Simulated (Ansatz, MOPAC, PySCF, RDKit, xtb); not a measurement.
Dimer: CH4OSe (SMILES CO[SeH]) (first 7 atoms) with CH4 (SMILES C); geometry from B3LYP-D3(BJ)/def2-TZVP, rigid monomers moved along the line of their centres of mass till O2···H12 is 2.45 Å.
(charge 0, multiplicity 1):
```xyz
12

C      1.83533     0.80635     0.80194
O      0.43782     0.76897     0.52308
Se    -0.24135    -0.88503     0.22623
H      2.09296     0.17889     1.65841
H      2.06492     1.84780     1.03216
H      2.42250     0.48973    -0.06534
H      0.16879    -0.97807    -1.19632
C     -0.03103    -0.02876     3.68214
H      0.22377    -1.00867     3.27925
H     -0.89582    -0.12188     4.33773
H      0.81388     0.35863     4.25061
H     -0.26297     0.65144     2.86431
```

```csv
level,interaction energy (meV),cost
UFF,3.5,-
GFN-FF,-34.7,-
AM1,-6.1,-
PM3,-52.8,-
PM7,-32.8,-
GFN1-xTB,-32.4,-
GFN2-xTB,-55.2,-
HF/3-21G (no counterpoise),-20.0,-
HF/6-31G*,99.0,-
HF/6-31G* (no counterpoise),64.3,-
HF/aug-cc-pVDZ,100.0,-
B3LYP/3-21G (no counterpoise),-84.4,-
B3LYP-D3(BJ)/def2-TZVPPD,-47.1,×1
B3LYP-D4/def2-TZVPPD,-38.5,×1
PBE0-D3(BJ)/def2-TZVPPD,-44.8,×2
PBE0-D4/def2-TZVPPD,-41.1,×2
wB97M-V/def2-TZVPPD,-43.4,×4
MP2/aug-cc-pVDZ,-22.7,-
CCSD/aug-cc-pVDZ,-0.9,-
CCSD(T)/aug-cc-pVDZ,-17.3,×10
```

The rows run from -84.4 (B3LYP/3-21G (no counterpoise)) to 100.0 meV (HF/aug-cc-pVDZ). In aug-cc-pVDZ the value moves HF 100.0, MP2 -22.7, CCSD -0.9, CCSD(T) -17.3, a shift of -117.3 from HF to CCSD(T).

Counterpoise-corrected where a basis set is named; no monomer relaxation. Rows marked so take none. RDKit's UFF carries no charges.

Cores are frozen in the correlated methods. Filled d and f shells under p-block atoms count as core. Rows in 3-21G, 6-31G* carry no dispersion term and start afresh at each structure (6-31G* with six Cartesian d functions); the Pople sets are all-electron and without relativity. The state reached by AM1, PM3, PM7 isn't checked; PM7 holds dispersion and hydrogen-bond terms.

Run with Ansatz (Gaussian basis) for Hartree–Fock, density functionals and correlated methods; MOPAC for AM1, PM3, PM7 (differences of heats of formation); PySCF for 3-21G rows, 6-31G* rows, the dispersion terms; RDKit for the force fields; xtb for the GFN methods. Each number belongs to the level named beside it.

Costs are rough ratios of core time to PBE/def2-TZVPPD (about 18 s over the structures, on one shared machine); a dash marks a level with no comparable run of its own.

Ansatz is a program for electronic structure.
